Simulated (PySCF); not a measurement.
A calculation to check before its numbers are used.

A geometry optimisation on Cl3H3OSiSn. Method: PBE0-D3(BJ)/def2-SVP geometry optimisation, gas phase, def2 core potentials past Kr (PySCF 2.14.0).

Driver input (Å, GFN2-xTB start):

```
{"job": {"xc": "PBE0", "basis": "def2-SVP", "d3": "d3bj", "grid": 1, "maxiter": 30, "shake": 0.03, "kind": "geom"}, "charge": 0, "multiplicity": 1}
Sn     0.6203     1.3910     0.4274
Cl     2.0872     0.7620     1.9653
Cl    -1.3493     2.3791     1.4008
Cl     1.5864     2.9238    -1.0967
O     -0.0275    -0.0905    -0.7127
Si    -0.6117    -1.5656    -0.5255
H     -0.7003    -1.9348    -1.9270
H     -1.8278    -1.5381     0.1821
H      0.3554    -2.3962     0.2607
```

Output:

```
step   0  E = -1960.34745670  max force = 0.064335
step   1  E = -1960.36417137  max force = 0.011348
step   2  E = -1960.36490807  max force = 0.003778
step   3  E = -1960.36504066  max force = 0.001442
step   4  E = -1960.36492256  max force = 0.003890
step   5  E = -1960.36494234  max force = 0.002604
step   6  E = -1960.36499977  max force = 0.001274
step   7  E = -1960.36503373  max force = 0.001046
step   8  E = -1960.36504862  max force = 0.000812
step   9  E = -1960.36505173  max force = 0.000667
step  10  E = -1960.36505237  max force = 0.000590
step  11  E = -1960.36505247  max force = 0.000552
step  12  E = -1960.36505248  max force = 0.000530
step  13  E = -1960.36505247  max force = 0.000526
step  14  E = -1960.36505246  max force = 0.000522
step  15  E = -1960.36505246  max force = 0.000518
step  16  E = -1960.36505245  max force = 0.000512
step  17  E = -1960.36505243  max force = 0.000508
step  18  E = -1960.36505242  max force = 0.000505
step  19  E = -1960.36505240  max force = 0.000500
step  20  E = -1960.36505238  max force = 0.000496
step  21  E = -1960.36505236  max force = 0.000493
step  22  E = -1960.36505234  max force = 0.000487
step  23  E = -1960.36505232  max force = 0.000484
step  24  E = -1960.36505229  max force = 0.000481
step  25  E = -1960.36505227  max force = 0.000476
step  26  E = -1960.36505224  max force = 0.000472
step  27  E = -1960.36505221  max force = 0.000469
step  28  E = -1960.36505217  max force = 0.000464
step  29  E = -1960.36505214  max force = 0.000461
step  30  E = -1960.36505210  max force = 0.000458
optimisation not converged
```

Energies are in Eh and forces in Eh/bohr.

Question: Which diagnosis fits best?
A. step limit reached with the energy nearly constant
B. step limit reached with the energy going up and down
C. step limit reached while the energy was still falling

Answer: A. After 31 gradient evaluations the largest force component was 0.00046 Eh/bohr against a threshold of 0.00045, and over the last 5 steps the energy changed by 0.000 kcal/mol in all, within a range of 0.000 kcal/mol, the last step by 0.000 kcal/mol. The energy rose in 1 of the 30 steps.

How can it be mended?

Restart from the last geometry, if need be with a computed Hessian or a finer grid, and confirm the end point by frequencies.

Time: 4.1 min wall; peak memory 0.52 GiB. Hardware: one thread, Arm Neoverse V2 (aarch64) (shared host).
